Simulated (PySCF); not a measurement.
C2H8OSi2, SMILES C[Si@H]1CO[SiH2]1. Heavy atoms are numbered as in [CH3:1][Si@H:2]1[CH2:3][O:4][SiH2:5]1. Hydrogens are named by the atom that carries them.

Geometry: TPSSh-D3(BJ)/def2-SVP. The structure was generated by enumeration; whether it is a known compound was not checked.

Computed with ωB97X/def2-TZVP (PySCF).

ESP charges are fitted to the potential on shells at 1.4 to 2.0 van der Waals radii. Atomic charges (e), one atom of each kind:

```
atom        ESP fit  meta-Löwdin
----------  -------  -----------
C1 (CH3)      -0.75        -0.57
Si2 (SiH)      0.50         0.51
C3 (CH2)      -0.24        -0.22
O4            -0.29        -0.64
Si5 (SiH2)     0.17         0.63
H on C1        0.19         0.13
H on Si2      -0.13        -0.10
H on C3        0.11         0.11
H on Si5      -0.05        -0.11
```

Computed Mayer and Wiberg (Löwdin basis) orders of the bonds:
```json
[
 {"bond": "C1–Si2", "Mayer": "0.97", "Wiberg": "1.22"},
 {"bond": "Si2–C3", "Mayer": "0.92", "Wiberg": "1.07"},
 {"bond": "C3–O4", "Mayer": "0.95", "Wiberg": "1.42"},
 {"bond": "Si2–Si5", "Mayer": "0.97", "Wiberg": "1.02"},
 {"bond": "O4–Si5", "Mayer": "1.09", "Wiberg": "1.46"}
]
```
